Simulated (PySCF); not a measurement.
# Frontier orbitals and the lowest excitations

Species: C₅H₁₃B.
Numbering: `[BH2:1][C:2]([CH3:3])([CH3:4])[CH2:5][CH3:6]` (hydrogens: H7, H8 on B1; H9, H10, H11 on C3; H12, H13, H14 on C4; H15, H16 on C5; H17, H18, H19 on C6)

Structure used (PBE0-D3(BJ)/def2-SVP), in Å, numbered top down from 1:
```
atom  x, y, z in Å
B1    -0.6348    1.5918    0.2746
C2    -0.4065    0.0445    0.2597
C3    -1.2681   -0.7012    1.2801
C4    -0.9544   -0.2470   -1.1615
C5     1.0535   -0.4279    0.3888
C6     2.0467    0.0965   -0.6359
H7     0.2160    2.3725   -0.0894
H8    -1.7286    2.0309    0.5586
H9    -0.9127   -0.5246    2.3081
H10   -2.3206   -0.3823    1.2333
H11   -1.2350   -1.7909    1.1054
H12   -2.0342   -0.0433   -1.2322
H13   -0.4475    0.3293   -1.9518
H14   -0.8039   -1.3169   -1.3919
H15    1.4081   -0.1705    1.4024
H16    1.0544   -1.5341    0.3522
H17    3.0610   -0.2682   -0.4135
H18    1.8012   -0.2361   -1.6563
H19    2.0857    1.1961   -0.6457
```

Theory: TDDFT wB97X-D/def2-SVPD, vertical, gas phase, core orbitals frozen in the response (PySCF).

Frontier orbitals with the atoms that hold most of them (Löwdin shares over 4%, at most four atoms; ? is withheld):

```json
{"orbital": "HOMO-3", "ε (eV)": "-11.42", "atoms": "B1 21%, C3 12%, H8 11%, C6 10%"}
{"orbital": "HOMO-2", "ε (eV)": "-11.05", "atoms": "C5 15%, C4 14%, C2 14%, C6 10%"}
{"orbital": "HOMO-1", "ε (eV)": "-10.64", "atoms": "C2 19%, C5 17%, B1 15%, H8 10%"}
{"orbital": "HOMO", "ε (eV)": "?", "atoms": "?"}
{"orbital": "LUMO", "ε (eV)": "0.73", "atoms": "?"}
{"orbital": "LUMO+1", "ε (eV)": "2.13", "atoms": "B1 42%, C4 6%, C6 5%, C3 5%"}
{"orbital": "LUMO+2", "ε (eV)": "2.88", "atoms": "B1 27%, H16 10%, C5 9%, C3 7%"}
```

Q: Which atoms hold the LUMO, and with what shares?

A: B1 (bonded to C and 2 H) 50%; H7 (bonded to B) 10%; H8 (bonded to B) 10%; C2 (bonded to B and 3 C) 8%. By element: boron 50%, hydrogen 20% or more, carbon 8% or more.

Q: Give the leading atoms of the HOMO.

A: C2 (bonded to B and 3 C) 28%; B1 (bonded to C and 2 H) 22%; C5 (bonded to 2 C and 2 H) 8%; C4 (bonded to C and 3 H) 8%. By element: carbon 44% or more, boron 22%.

Q: What is the HOMO energy, and the HOMO–LUMO gap?

A: ε(HOMO) = -9.93 eV; the gap is 10.66 eV (0.3917 hartree).

Q: The HOMO–LUMO gap is 10.66 eV. Where does the response calculation put the lowest singlet, and from which orbitals?

A: S1 is at 5.48 eV (f = 0.0053), 5.18 eV below the gap, made of HOMO→LUMO (94%). Without the coupling terms of the response equations the lowest excitation would equal the gap.

Q: Give energy, strength and leading configuration of S1 and S8, and follow the Löwdin shares of the leading atoms from the occupied to the empty orbital.

A: 
- S1 (5.48 eV, f 0.0053), HOMO→LUMO (94%): C2 28% → 8%, B1 22% → 50%, H7 at most 9% → 10%
- S8 (8.89 eV, f 0.067), HOMO-1→LUMO+1 (84%): C2 19% → at most 5%, C5 17% → at most 5%, B1 15% → 42%, C4 at most 10% → 6%

Löwdin shares depend on the basis, the more so with diffuse functions.

Hardware: an Arm Neoverse V1 with one thread, on a shared host. Cost: 3.4 min of wall time, 1.1 GiB resident at most.

One conformer stands for the species.
